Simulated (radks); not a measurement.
Isoelectronic series with 19 electrons, all held in the configuration [Ar] 4s1, which need not be the ground one along the series. Calculated with a radial shooting solver on a logarithmic mesh with Libxc functionals: Dirac Kohn-Sham, PBE, spin-unpolarised, spherical densities, finite nucleus; Fermi nuclear charge, rms radius of each element as measured or else 0.836 A^(1/3) + 0.57 fm. Total energies (hartree) and orbital eigenvalues (hartree):

ion    E (hartree)      4s1/2      3p3/2      3p1/2      3s1/2
K       -602.08908   -0.08522   -0.68805   -0.69785   -1.29870
Ca+     -680.09670   -0.32946   -1.27703   -1.29120   -1.98399
Sc2+    -763.21626   -0.66128   -2.00383   -2.02355   -2.80955
Ti3+    -851.44394   -1.06919   -2.85593   -2.88259   -3.76265
V4+     -944.78385   -1.54867   -3.82849   -3.86365   -4.83843
Cr5+   -1043.24399   -2.09736   -4.91892   -4.96435   -6.03442
Mn6+   -1146.83503   -2.71389   -6.12564   -6.18335   -7.34920
Fe7+   -1255.56964   -3.39738   -7.44762   -7.51985   -8.78194
Co8+   -1369.46190   -4.14730   -8.88415   -8.97340  -10.33219
Ni9+   -1488.52753   -4.96327  -10.43472  -10.54375  -11.99971
Cu10+  -1612.78274   -5.84508  -12.09899  -12.23084  -13.78443
Zn11+  -1742.24597   -6.79260  -13.87671  -14.03472  -15.68642
Ga12+  -1876.93586   -7.80577  -15.76771  -15.95554  -17.70582
Ge13+  -2016.87250   -8.88461  -17.77186  -17.99351  -19.84288
As14+  -2162.07734  -10.02916  -19.88911  -20.14891  -22.09789
